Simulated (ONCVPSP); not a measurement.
# terbium (Tb), ONCV: configuration errors across variants

terbium, optimised norm-conserving Vanderbilt (ONCV), made with ONCVPSP 4.0.1 (PBE, scalar-relativistic). Core [Kr] 4d10 4f8, reference 5s2 5p6 5d1 6s1 (charge +1). Waves: 5s+6s: rc 2.25 bohr, ncon 4, nbas 7, qcut 6.6 1/bohr, 3 projectors, debl 0.7 Ha; 5p: rc 2.55 bohr, ncon 4, nbas 7, qcut 5.9 1/bohr, 2 projectors, debl 1.7 Ha; 5d: rc 2.15 bohr, ncon 4, nbas 7, qcut 4.4 1/bohr, 2 projectors, debl 1.9 Ha. Local part: polynomial inside 1.35 bohr (lpopt 5, dvloc0 0 Ha). Core correction: polynomial model core, fcfact 0.35.

All-electron excitation energies from the reference (eV): (1) 5s2 5p6 5d1 6s2 -6.743; (2) 5s2 5p6 5d1 6s0 12.265; (3) 5s2 5p6 5d0 6s0 32.145; (4) 5s2 5p6 5d1 6s1.5 -4.023.

Errors AE − PS in meV (a dash: test not solved or not reliable):

```csv
change,(1),(2),(3),(4),bound ghosts,GHOST(+) flags above zero
base,-0.7,-11,-101,+0.2,none,s
p: qcut 8.2,-0.8,-11,-105,+0.2,none,s
p: nbas 8,-0.7,-11,-101,+0.2,none,s
```

Give the same row for: core correction Teter function, fcfact 5.5, rcfact 1.1.

+6.8, +9.1, -24, +2.8; bound ghosts: none; GHOST(+) flags above zero: s.
